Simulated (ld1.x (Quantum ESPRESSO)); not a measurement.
Ranking TM potentials for W

All share these settings but for the change named:

| Property | Result |
| --- | --- |
| Element | tungsten |
| Generator | ld1.x (Quantum ESPRESSO) 7.5 |
| Type | norm-conserving Troullier–Martins (Kleinman–Bylander form) |
| Functional | LDA (PZ) |
| Relativity | fully relativistic |
| Frozen core | [Kr] 4d10 4f14 |
| Valence charge | 14 |
| Reference configuration | 5s2 5p6 5d4 6s0 6p0 (charge +2) |
| Partial waves | 5p (bound): rc 1.35 bohr; 5d (bound): rc 2.15 bohr; 5s (bound): rc 1.55 bohr |
| Local potential | the s channel |
| Core correction | none |

Open shells are filled in proportion to 2j + 1 (rel_dist='average').

Test errors are all-electron minus pseudo excitation energies from the reference, over 5s2 5p6 5d4 6s2 6p0; 5s2 5p6 5d4 6s1 6p0; 5s2 5p6 5d3 6s0 6p0; 5s2 5p6 5d5 6s1 6p0; 5s2 5p6 5d4 6s1.5 6p0; 5s2 5p6 5d4.5 6s1.5 6p0; 5s2 5p6 5d4 6s1 6p1. None of these files shows a bound ghost.

The base gives 2018.6 meV.

Of 7 variants that were run, those that failed, showed a ghost or another fault, or gave nearly equal values are left out.

Question: Rank these variants by their largest absolute test error, smallest first.
A. all radii scaled by about 1.07 (s 1.66, p 1.44, d 2.28 bohr)
B. all radii scaled by about 1.17 (s 1.82, p 1.58, d 2.52 bohr)
C. all radii scaled by about 1.26 (s 1.94, p 1.70, d 2.70 bohr)

Answer: A (2828.2 meV), B (5061.4 meV), C (7133.6 meV).
